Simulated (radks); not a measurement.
Values are calculated unless marked as measured or tabulated.
Code: a radial shooting solver on a logarithmic mesh with Libxc functionals. Model: scalar-relativistic Kohn-Sham, LDA (Slater exchange, Perdew-Wang correlation), spin-polarised, spherical densities, finite nucleus; Fermi nuclear charge, rms radius of each element as measured or else 0.836 A^(1/3) + 0.57 fm. Response by self-consistent Sternheimer equations with the Hartree and adiabatic LDA kernel, the relativistic mass of each level held fixed and spin-orbit coupling left out. Rank C2+, Ne6+, B+, F5+, Mg8+, Be, O4+, N3+ (NIST ground configurations) by static dipole polarisability, largest first.

Answer. Be 43.78, B+ 10.77, C2+ 4.249, N3+ 2.102, O4+ 1.191, F5+ 0.7386, Ne6+ 0.4891, Mg8+ 0.2458 bohr^3.
